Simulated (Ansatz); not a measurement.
Reaction (ligand exchange at a B–S bond): `BSB` + `C[SiH2]O` → `BO[SiH2]C` + `BS`

Program: Ansatz. Geometries: PBE0-D4/def2-TZVP. ΔE: electronic, gas phase. CBS: MP2 limit from def2 TZ/QZ plus the TZ coupled-cluster correction, frozen cores. This one scheme is used for every species. DFT in def2-TZVPP. HSE06 is defined as in plane-wave codes. One conformer a species, not always the lowest.

`BSB`:

Z-matrix (Å, degrees):
```
B
S 1 1.796
H 1 1.192 2 117.1
H 1 1.190 2 120.1 3 -180.0
B 2 1.796 1 103.4 3 179.9
H 5 1.190 2 120.1 1 -0.1
H 5 1.192 2 117.1 1 179.9
```

`C[SiH2]O`:

Z-matrix (Å, degrees):
```
C
Si 1 1.863
H 1 1.093 2 111.0
H 1 1.094 2 110.2 3 119.8
H 1 1.093 2 111.5 3 -120.7
O 2 1.652 1 112.6 3 57.7
H 2 1.492 1 108.9 3 -179.5
H 2 1.483 1 110.6 3 -59.4
H 6 0.957 2 117.7 1 68.6
```

`BO[SiH2]C`:

```xyz
11

B    -1.297   -1.305    1.312
O    -0.955   -0.159    0.698
Si    0.515    0.512    0.307
C     0.597    0.744   -1.532
H    -0.443   -2.064    1.695
H    -2.463   -1.542    1.460
H     0.595    1.816    1.013
H     1.601   -0.383    0.791
H     1.537    1.225   -1.813
H     0.539   -0.216   -2.051
H    -0.225    1.373   -1.881
```

`BS`:

```xyz
5

B     0.199    0.501    0.212
S    -0.046   -1.246    0.237
H     0.808    0.953    1.132
H    -0.222    1.175   -0.674
H    -0.739   -1.383   -0.907
```

(1) Is it downhill or uphill in electronic energy at CCSD(T)/CBS, and by how much? (Estimate.)

(2) What do these levels give: PBE-QIDH, HSE06, MP2/def2-SVP, HF/def2-QZVPP, MP2/def2-QZVPP, SCS-MP2/def2-QZVPP? (An estimate is asked.)

(3) What do rigid-rotor, harmonic-oscillator terms from PBE0-D4/def2-TZVP frequencies (298.15 K, 1 bar) make of the CCSD(T)/CBS value? (An estimate is asked.)

Largest T1 diagnostic among the species: 0.015.

Answers

(1) The calculation gave: Downhill: ΔE = -73.3 kJ/mol.

(2) Ansatz gave: PBE-QIDH -71.9, HSE06 -71.9, MP2/def2-SVP -92.6, HF/def2-QZVPP -84.6, MP2/def2-QZVPP -70.5, SCS-MP2/def2-QZVPP -74.4 kJ/mol.

(3) Computed: ΔZPE = -2.4 kJ/mol, ΔH = -75.6 kJ/mol, ΔS = 6 J/(mol·K), ΔG = -77.3 kJ/mol.

In def2-TZVPP, CCSD(T) changes the Hartree–Fock value by +7.5 kJ/mol (the triples alone add +1.4 kJ/mol) and MP2 by +11.8 kJ/mol. Leaving LDA and LC-ωPBE aside and taking each functional with its dispersion term where it has one, the values, not all of them listed here, spread over 15.1 kJ/mol, from CAM-B3LYP-D4 to revPBE-D4. LDA lies −6.6 kJ/mol from PBE without D4. At CCSD(T), def2-SVP lies −23.5 kJ/mol from the extrapolated value and def2-TZVPP −3.0 kJ/mol.
